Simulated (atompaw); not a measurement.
**Which change was made? (N, PAW (atompaw))**

- Element: nitrogen (N)
- Generator: atompaw 4.2.0.5
- Type: PAW
- Functional: PBE
- Relativity: scalar-relativistic
- Frozen core: [He]
- Valence charge: 5
- Reference configuration: 2s2 2p2.75 (charge +0.25)
- Partial waves: 2s (bound): rc 2.55 bohr; 2s channel at -1.25 Ry: rc 2.55 bohr; 2p (bound): rc 2.55 bohr; 2p channel at -0.05 Ry: rc 2.55 bohr; 3d channel at 0.1 Ry: rc 2.55 bohr
- Local potential: troulliermartins scheme with l = 3 at -0.5 Ry, radius 2.45 bohr
- Core correction: smooth core density matched at 1.50 bohr
- Augmentation charge: sinc compensation charge, radius 2.30 bohr; PAW radius 2.55 bohr; waves and projectors: custom polynom vanderbiltortho

Cutoffs, loose and tight: the cutoffs (Ry, on a coarse ladder) from which the occupation-weighted sum of valence levels, in a spherical-Bessel basis at the reference potential, stays within 10 and 1 mRy of its value at 400 Ry. They see the waves, projectors and local potential, not the compensation charge or the core.

The base gives: outcome: generated; cutoff, loose: 10 Ry; cutoff, tight: 18 Ry; bound ghosts: none.

Problem. After one change the result is: outcome: generated; cutoff, loose: 6 Ry; cutoff, tight: 10 Ry; bound ghosts: none. Which change was it?
A. all radii scaled by about 1.13 (s 2.88, p 2.88, d 2.88 bohr); local potential troulliermartins scheme with l = 3 at -0.5 Ry, radius 2.76 bohr; augmentation sinc compensation charge, radius 2.60 bohr; PAW radius 2.88 bohr; waves and projectors: custom polynom vanderbiltortho; core correction smooth core density matched at 1.70 bohr
B. all radii scaled by about 0.86 (s 2.20, p 2.20, d 2.20 bohr); local potential troulliermartins scheme with l = 3 at -0.5 Ry, radius 2.12 bohr; augmentation sinc compensation charge, radius 2.00 bohr; PAW radius 2.20 bohr; waves and projectors: custom polynom vanderbiltortho; core correction smooth core density matched at 1.30 bohr
C. all radii scaled by about 0.96 (s 2.44, p 2.44, d 2.44 bohr); local potential troulliermartins scheme with l = 3 at -0.5 Ry, radius 2.34 bohr; augmentation sinc compensation charge, radius 2.20 bohr; PAW radius 2.44 bohr; waves and projectors: custom polynom vanderbiltortho; core correction smooth core density matched at 1.44 bohr
D. all radii scaled by about 1.26 (s 3.22, p 3.22, d 3.22 bohr); local potential troulliermartins scheme with l = 3 at -0.5 Ry, radius 3.10 bohr; augmentation sinc compensation charge, radius 2.90 bohr; PAW radius 3.22 bohr; waves and projectors: custom polynom vanderbiltortho; core correction smooth core density matched at 1.90 bohr

Solution. D. The others give: all radii scaled by about 0.96 (s 2.44, p 2.44, d 2.44 bohr); local potential troulliermartins scheme with l = 3 at -0.5 Ry, radius 2.34 bohr; augmentation sinc compensation charge, radius 2.20 bohr; PAW radius 2.44 bohr; waves and projectors: custom polynom vanderbiltortho; core correction smooth core density matched at 1.44 bohr → outcome: generated; cutoff, loose: 12 Ry; cutoff, tight: 18 Ry; bound ghosts: none | all radii scaled by about 1.13 (s 2.88, p 2.88, d 2.88 bohr); local potential troulliermartins scheme with l = 3 at -0.5 Ry, radius 2.76 bohr; augmentation sinc compensation charge, radius 2.60 bohr; PAW radius 2.88 bohr; waves and projectors: custom polynom vanderbiltortho; core correction smooth core density matched at 1.70 bohr → outcome: generated; cutoff, loose: 8 Ry; cutoff, tight: 12 Ry; bound ghosts: none | all radii scaled by about 0.86 (s 2.20, p 2.20, d 2.20 bohr); local potential troulliermartins scheme with l = 3 at -0.5 Ry, radius 2.12 bohr; augmentation sinc compensation charge, radius 2.00 bohr; PAW radius 2.20 bohr; waves and projectors: custom polynom vanderbiltortho; core correction smooth core density matched at 1.30 bohr → outcome: generated; cutoff, loose: 15 Ry; cutoff, tight: 25 Ry; bound ghosts: none.
